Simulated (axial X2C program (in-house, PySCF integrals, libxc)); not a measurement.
Which molecule has these constants?

Calculated with an in-house all-electron X2C program for linear molecules (integrals from PySCF), spin-free (one-electron X2C) or two-component (2c: spin–orbit coupling with atomic mean-field Coulomb and Gaunt terms, which also bring small scalar terms), in Dyall basis sets with cores contracted in-house; open shells are unrestricted.

A two-component PBE0 calculation in a Dyall 3-zeta basis gave Re = 2.406 Å, ωe = 257.8 cm⁻¹, Ω = 3/2.

Which molecule is it?
A. Si₂⁺
B. Ge₂⁺
C. C₂⁺
D. Sn₂⁺

B. The others have C₂⁺ 1.402 Å and 1358.0 cm⁻¹ (Ω = 3/2); Si₂⁺ 2.282 Å and 466.7 cm⁻¹ (Ω = 3/2); Sn₂⁺ 2.783 Å and 171.7 cm⁻¹ (Ω = 3/2).

Each entry is the lowest single determinant of a limited PBE0 search at one distance. De goes to single-determinant-based atoms at the same level (for ions the charge split of lowest energy) and is withheld (n/a) where an atom does not fit its ground term or J level. Main or longest-lived isotopes. One determinant is a doubtful description, or other states lie close, for Ge₂⁺, C₂⁺, Si₂⁺, Sn₂⁺; these need not be ground states, and all values refer to the states named. With several unpaired electrons the Ω given is that of one determinant, not necessarily of the lowest component. Some light 2c atoms are not at their ground J level, so De misses part of their lowering (0.04 eV or less). The functionals have no current term, which raises determinants with orbital currents.
